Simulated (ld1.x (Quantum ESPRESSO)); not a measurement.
Scattering properties, TM potential for Mn (Z = 25)

```
Element                 : manganese (Mn)
Generator               : ld1.x (Quantum ESPRESSO) 7.5
Type                    : norm-conserving Troullier–Martins (Kleinman–Bylander form)
Functional              : PBE
Relativity              : scalar-relativistic
Frozen core             : [Ne]
Valence charge          : 15
Reference configuration : 3s2 3p6 3d5 4s2 4p0
Partial waves           : 3s (bound): rc 1.05 bohr; 3p (bound): rc 1.20 bohr; 3d (bound): rc 1.05 bohr; 4f channel at 0.25 Ry: rc 1.30 bohr
Local potential         : all-electron potential smoothed inside 0.80 bohr (lloc = -1)
Core correction         : Bessel-smoothed model core, default radius (core density twice the valence density)
```

Occupied shells without a wave of their own: 4s. They enter only through the test configuration that unscreens the potential, and ld1.x also counts them in the model core charge.

The phase is arctan(r·u′/u) with u = r·R(r), unwrapped; energies in Ry, scanned from -8 to 5 Ry. A pole is an energy at which the radial function vanishes at the test radius. The pseudo phase is shifted by a multiple of π to meet the all-electron one at the reference energy, and phase errors are pseudo minus all-electron; the curves can meet again beyond the range given. Levels narrower than the energy grid can be missing from the lists of poles.

```
channel  radius (bohr)  reference energy (Ry)  poles, all-electron  poles, pseudo  unbroken range about the reference energy with phases within 0.05 rad  phase error 1 Ry above the reference energy (rad)
      s           1.40                  -6.31                -5.03          -5.04                                                              below 0.7                                             -0.001
      p           1.40                  -4.01                -2.46          -2.46                                                              below 4.7                                             -0.000
      d           1.40                  -0.50                 1.45           1.46                                                        the whole range                                             +0.001
      f           1.40                   0.25                 none           none                                                        the whole range                                             +0.000
```

ld1.x takes every shell without a wave as core, so the model core holds the 4s electrons as well and exchange and correlation see them twice. This cancels in the reference configuration, but the file is broken for other ones, and its errors say nothing about a proper core correction.

Phases in the d channel:

```
E (Ry)  all-electron  pseudo
 -8.00         1.309   1.310
 -7.76         1.305   1.305
 -7.52         1.300   1.300
 -7.28         1.295   1.295
 -7.04         1.289   1.290
 -6.80         1.284   1.284
 -6.56         1.277   1.278
 -6.32         1.271   1.271
 -6.08         1.263   1.264
 -5.84         1.256   1.256
 -5.60         1.247   1.248
 -5.36         1.238   1.238
 -5.12         1.228   1.228
 -4.88         1.217   1.217
 -4.64         1.205   1.205
 -4.40         1.191   1.192
 -4.16         1.176   1.176
 -3.92         1.158   1.159
 -3.68         1.139   1.139
 -3.44         1.115   1.116
 -3.20         1.088   1.089
 -2.96         1.055   1.056
 -2.72         1.016   1.016
 -2.48         0.966   0.967
 -2.24         0.903   0.904
 -2.00         0.820   0.820
 -1.76         0.706   0.707
 -1.52         0.546   0.547
 -1.28         0.320   0.320
 -1.04         0.011   0.012
 -0.80        -0.349  -0.349
 -0.56        -0.683  -0.683
 -0.32        -0.940  -0.940
 -0.08        -1.123  -1.123
  0.16        -1.252  -1.252
  0.40        -1.347  -1.346
  0.64        -1.419  -1.418
  0.88        -1.475  -1.474
  1.12        -1.520  -1.519
  1.36        -1.558  -1.557
  1.60        -1.591  -1.589
  1.84        -1.619  -1.617
  2.08        -1.645  -1.643
  2.32        -1.668  -1.665
  2.56        -1.689  -1.687
  2.80        -1.710  -1.707
  3.04        -1.729  -1.726
  3.28        -1.748  -1.744
  3.52        -1.767  -1.762
  3.76        -1.785  -1.780
  4.00        -1.804  -1.798
  4.24        -1.823  -1.817
  4.48        -1.843  -1.836
  4.72        -1.865  -1.856
  4.96        -1.887  -1.877
```
